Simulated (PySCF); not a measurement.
Job file and geometry (Å, from GFN2-xTB) of an NMR shielding run on `FC[C@@H]1CO[C@@H]1C(F)F`, C5H7F3O, GIAO PBE0/pcSseg-1 NMR shielding, non-relativistic, gas phase in PySCF; density fitting, a coarse starting grid and PySCF grid level 2 are the driver's defaults:

```
$ OMP_NUM_THREADS=1 python probes_run.py task.json out

{"job": {"kind": "nmr", "xc": "PBE0", "basis": "pcSseg-1"}, "charge": 0, "multiplicity": 1}
F     -2.472949     0.861289    -1.067081
C     -1.126117     0.879081    -0.796474
C     -0.728026    -0.456787    -0.191579
C     -0.810371    -0.632760     1.331950
O      0.560280    -1.057466     1.384158
C      0.763978    -0.785842     0.003833
C      1.793840     0.328460    -0.195850
F      1.985751     0.561383    -1.517450
F      1.397671     1.502483     0.343104
H     -0.615153     1.047941    -1.750431
H     -0.952508     1.718617    -0.118171
H     -1.247790    -1.246281    -0.737034
H     -0.959588     0.294423     1.891012
H     -1.487979    -1.405218     1.697243
H      1.130747    -1.661809    -0.545920
H      2.760614     0.061430     0.257278
```

Q: Write the output of this run.

A: 
```
coarse grid: 14120 points
cycle   1  E = -568.5811390054  dE =  1.344e+00  |g| = 9.251e-01  |ddm| = 3.468e+00
cycle   2  E = -568.4044782781  dE =  1.767e-01  |g| = 1.407e+00  |ddm| = 1.596e+00
cycle   3  E = -568.7215561691  dE = -3.171e-01  |g| = 8.639e-02  |ddm| = 1.055e+00
cycle   4  E = -568.7224986000  dE = -9.424e-04  |g| = 5.351e-02  |ddm| = 8.909e-02
cycle   5  E = -568.7229821486  dE = -4.835e-04  |g| = 1.021e-02  |ddm| = 4.088e-02
cycle   6  E = -568.7229971129  dE = -1.496e-05  |g| = 3.541e-03  |ddm| = 9.246e-03
cycle   7  E = -568.7229996479  dE = -2.535e-06  |g| = 3.827e-04  |ddm| = 3.024e-03
final grid: 139664 points
cycle   8  E = -568.8083443970  dE = -5.081e-05  |g| = 1.290e-02  |ddm| = 3.282e-02
cycle   9  E = -568.8083065556  dE =  3.784e-05  |g| = 1.974e-02  |ddm| = 2.128e-02
cycle  10  E = -568.8083756915  dE = -6.914e-05  |g| = 1.299e-03  |ddm| = 1.307e-02
cycle  11  E = -568.8083760333  dE = -3.418e-07  |g| = 3.274e-04  |ddm| = 1.348e-03
cycle  12  E = -568.8083760499  dE = -1.663e-08  |g| = 1.321e-04  |ddm| = 3.314e-04
cycle  13  E = -568.8083760524  dE = -2.439e-09  |g| = 2.822e-05  |ddm| = 9.727e-05
cycle  14  E = -568.8083760525  dE = -1.271e-10  |g| = 6.763e-06  |ddm| = 2.536e-05
converged SCF energy = -568.8083760525

GIAO shielding tensors (ppm)
atom      isotropic    diamagn.    paramagn.     s11        s22        s33       span
  0 F      419.587     469.812     -50.224    370.951    421.800    466.011     95.060
  1 C       99.890     241.652    -141.762     66.033     81.749    151.888     85.855
  2 C      146.049     248.288    -102.238    128.032    149.960    160.156     32.124
  3 C      106.283     247.146    -140.863     82.732     85.646    150.470     67.738
  4 O      313.042     398.056     -85.013    253.007    325.486    360.633    107.626
  5 C      103.376     251.370    -147.994     84.310     87.432    138.387     54.077
  6 C       64.260     237.626    -173.366     50.142     66.977     75.661     25.520
  7 F      322.303     472.930    -150.628    221.076    338.330    407.503    186.427
  8 F      319.457     475.670    -156.214    234.179    343.250    380.941    146.761
  9 H       26.618      28.818      -2.201     21.448     28.015     30.390      8.942
 10 H       26.301      28.936      -2.635     21.064     26.516     31.325     10.261
 11 H       28.006      31.030      -3.023     24.817     28.064     31.138      6.321
 12 H       26.886      29.894      -3.009     24.086     25.519     31.052      6.965
 13 H       26.623      29.160      -2.537     23.841     25.237     30.792      6.951
 14 H       26.957      30.773      -3.815     24.191     26.753     29.928      5.736
 15 H       25.551      26.516      -0.965     22.911     24.152     29.590      6.679
```

Q: Turn these shieldings into chemical shifts. Chemical shifts δ = σref − σ; 19F (σref 170.95) vs CFCl3; 13C (σref 186.93), 1H (σref 31.72) vs TMS; 17O (σref 336.08) vs H2O, all at this level.

A: Averaging equivalent atoms: F 8: -148.5; F 7: -151.4; F 0: -248.6; C 6: 122.7; C 1: 87.0; C 5: 83.5; C 3: 80.6; C 2: 40.9; O 4: 23.0; H 15: 6.17; H 10: 5.42; H 9: 5.10; H 13: 5.09; H 12: 4.83; H 14: 4.76; H 11: 3.71 ppm. Unscaled 19F shifts against computed CFCl3 carry errors that often reach 10 to 50 ppm. Experimental scales use liquid or dissolved standards, which lie at an offset from isolated H2O (liquid H2O: subtract about 36 ppm).

Size and cost of the density-fitted run: 188 basis functions, 52 s wall time on 1 thread of an Arm Neoverse N1, shared host; peak memory 0.84 GiB.
